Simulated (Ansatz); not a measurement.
A nudged elastic band was laid between two geometries of ClFGaHS (5 atoms, charge 0, multiplicity 1).

The calculation used RKS B3LYP-D4/def2-SVP in Ansatz.

```
movable images  : 5
climbing image  : yes
spring          : 5.0 eV/Å²
optimiser       : quadratic models (default)
start path      : IDPP
force threshold : 0.05 eV/Å
iteration limit : 56
end points      : relaxed
```

Initial state:

```xyz
5
Properties=species:S:1:pos:R:3
F -0.253 -1.465 1.135
Ga -0.435 -0.267 -0.129
S 1.092 1.285 -0.361
Cl -2.170 -0.428 -1.365
H 1.815 0.802 0.679
```

Final state:

```xyz
5
Properties=species:S:1:pos:R:3
F -0.288 -1.779 1.391
Ga -0.233 -0.477 0.227
S 1.454 0.919 0.278
Cl -1.855 -0.367 -1.168
H 0.972 1.630 -0.769
```

(1) Which bonds break or form, and what moves?

(2) What energy profile does the band end with?

(3) What is the geometry of the highest image?

(4) What are the harmonic wavenumbers there?

## Answers

(1) No bond is made or broken. The dihedral Cl4–Ga2–S3–H5 goes from 180 to 0°.

(2) The forces met the threshold. The highest image is number 3 of 0 to 6, 5.0 kcal/mol above the first end and 4.9 kcal/mol above the last; the last end lies 0.1 kcal/mol above the first. A vibrational analysis at the climbing image gives one clearly imaginary mode, 254i cm⁻¹: a first-order saddle point.

| image | path coordinate (Å) | energy (kcal/mol) | dihedral Cl4–Ga2–S3–H5 (°) |
| --- | --- | --- | --- |
| 0 | 0.00 | 0.0 | 180 |
| 1 | 0.49 | 1.3 | 149 |
| 2 | 0.97 | 3.8 | 120 |
| 3 | 1.46 | 5.0 | 90 |
| 4 | 1.92 | 3.9 | 61 |
| 5 | 2.39 | 1.4 | 31 |
| 6 | 2.86 | 0.1 | 0 |

(3) 
```xyz
5
Properties=species:S:1:pos:R:3
F -0.179 -1.962 0.700
Ga -0.301 -0.431 -0.140
S 1.504 0.798 -0.507
Cl -2.290 0.064 -0.757
H 1.316 1.458 0.663
```

(4) 254i, 120, 145, 179, 369, 452, 688, 710, 2654 cm⁻¹.

Run time: 110 s on 1 thread of Arm Neoverse V1, on a shared host, peak memory 0.19 GiB.
